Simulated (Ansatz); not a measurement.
Two isomers of CH6ClNSi: A = `NC[SiH2]Cl`, B = `C[SiH](N)Cl`.

Isolated molecules relaxed with PBE0-D4/def2-TZVP in Ansatz; ΔE leaves out vibrations. CCSD(T)/CBS adds triple-zeta CCSD(T) − MP2 to the extrapolated MP2 energy (def2 sets, frozen cores). Functionals use def2-TZVPP. B3LYP here is the variant with VWN-RPA as its local correlation; programs differ in this. Each species was taken in one conformer, which may not be the lowest.

A:

Z-matrix (Å, degrees):
```
C
Si 1 1.871
N 1 1.455 2 110.5
H 1 1.098 2 105.9 3 -118.1
H 1 1.102 2 109.0 3 127.8
Cl 2 2.066 1 108.2 3 -57.9
H 2 1.481 1 112.0 3 60.2
H 2 1.484 1 110.8 3 -175.6
H 3 1.012 1 111.3 2 180.0
H 3 1.012 1 110.8 2 60.6
```

B:

Z-matrix (Å, degrees):
```
C
Si 1 1.853
H 1 1.092 2 110.6
H 1 1.092 2 110.4 3 120.5
H 1 1.093 2 110.6 3 -119.3
N 2 1.706 1 110.0 3 179.0
Cl 2 2.081 1 106.9 3 55.1
H 2 1.480 1 113.9 3 -60.4
H 6 1.008 2 119.7 1 169.1
H 6 1.008 2 120.0 1 -47.8
```

(1) Which is lower in electronic energy at CCSD(T)/CBS, and by how much? (Estimate.)

(2) Give E(B) − E(A) in kcal/mol with B3LYP-D4, B3LYP, HF/def2-TZVPP, PBE-D4, MP2/def2-TZVPP, ωB97M-V, r2SCAN-D4. (An estimate is asked.)

(3) Does the order hold for the free energy at 298.15 K (harmonic terms from PBE0-D4)? (An estimate is asked.)

Largest T1 diagnostic: 0.009.

Answers

(1) The calculation gave: B, by 38.7 kcal/mol.

(2) Ansatz gave: B3LYP-D4 -38.1, B3LYP -37.9, HF/def2-TZVPP -38.6, PBE-D4 -36.7, MP2/def2-TZVPP -39.7, ωB97M-V -38.7, r2SCAN-D4 -39.4. None reverses the order clearly.

(3) Ansatz gave: Yes: G(B) − G(A) = -38.8 kcal/mol, for one conformer each.

From BLYP to BHLYP (50 % exact exchange), in def2-TZVPP and without D4, E(B) − E(A) moves by −1.6 kcal/mol. Leaving LDA and LC-ωPBE aside and taking each functional with its dispersion term where it has one, the values, not all of them listed here, spread over 3.6 kcal/mol, from B97M-V to revPBE-D4.
